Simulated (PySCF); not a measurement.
PySCF job for I3In, SMILES [I][In-]([I])[I], charge -1, multiplicity 2, C-PCM-ωB97X/def2-SVPD. Coordinates come from a PBE-D3(BJ)/def2-SVPD optimisation. The def2 effective core potentials stand for the cores of I, In; spin–orbit coupling is left out.

```python
import numpy as np
from pyscf import gto, scf, dft
from pyscf.solvent import pcm

mol = gto.M(
    atom='''
    In    0.00000000    0.00000000   -0.66595503
    I     2.38894149    1.37925601    0.20523142
    I    -2.38894149    1.37925601    0.20523142
    I    -0.00000000   -2.75851203    0.20523142
    ''',
    basis='def2-SVPD',
    ecp={'I': 'def2-svp', 'In': 'def2-svp'},
    charge=-1,
    spin=1,
    max_memory=1600,
    verbose=3,
)
mf = dft.UKS(mol, xc='wb97x').density_fit(auxbasis='def2-universal-jkfit')
mf.grids.level = 3
mf.conv_tol = 1e-9
mf.max_cycle = 100
mf.kernel()
fine, coarse = mf.grids, dft.Grids(mol).set(level=1).build(with_non0tab=True)
for _ in range(3):  # follow internal instabilities
    mf.grids = coarse
    mo, _, stable, _ = mf.stability(return_status=True, nroots=4)
    mf.grids = fine
    if stable:
        break
    mf.kernel(mf.make_rdm1(mo, mf.mo_occ))
res = {}
for name, eps in {'water': 78.355, 'tetrahydrofuran': 7.4257, 'benzene': 2.2706}.items():
    s = mf.PCM()
    s.with_solvent.method, s.with_solvent.eps, s.with_solvent.lebedev_order = 'C-PCM', eps, 17
    s.kernel(mf.make_rdm1())
    res[name] = (s.e_tot, eps, s.dip_moment(), s.mo_energy, s.converged)
    print(f'{name}: electrostatic solvation free energy {(s.e_tot - mf.e_tot) * 627.509474:.3f} kcal/mol')
```

Output:

```

WARN: HOMO -1.75287171365478 >= LUMO -1.75287171365479

converged SCF energy = -1083.67050293458  <S^2> = 0.76250774  2S+1 = 2.0124689
<class 'pyscf.df.df_jk.DFUKS'> wavefunction is stable in the internal stability analysis

WARN: PCM is an experimental feature. It is still in testing.
Features and APIs may be changed in the future.

converged SCF energy = -1083.73518611525  <S^2> = 0.76200177  2S+1 = 2.011966

WARN: System has nonzero charge -1; the dipole moment is origin-dependent.
Location of origin: [0. 0. 0.]

Dipole moment(X, Y, Z, Debye):  0.00000,  0.00106, -2.60040
water: electrostatic solvation free energy -40.589 kcal/mol

WARN: PCM is an experimental feature. It is still in testing.
Features and APIs may be changed in the future.

converged SCF energy = -1083.72701399349  <S^2> = 0.76208523  2S+1 = 2.0120489

WARN: System has nonzero charge -1; the dipole moment is origin-dependent.
Location of origin: [0. 0. 0.]

Dipole moment(X, Y, Z, Debye): -0.00000,  0.00076, -2.36819
tetrahydrofuran: electrostatic solvation free energy -35.461 kcal/mol

WARN: PCM is an experimental feature. It is still in testing.
Features and APIs may be changed in the future.

converged SCF energy = -1083.70678556216  <S^2> = 0.7622616  2S+1 = 2.0122242

WARN: System has nonzero charge -1; the dipole moment is origin-dependent.
Location of origin: [0. 0. 0.]

Dipole moment(X, Y, Z, Debye): -0.00000,  0.00027, -1.92902
benzene: electrostatic solvation free energy -22.768 kcal/mol
```

The calculation finished and met its thresholds.
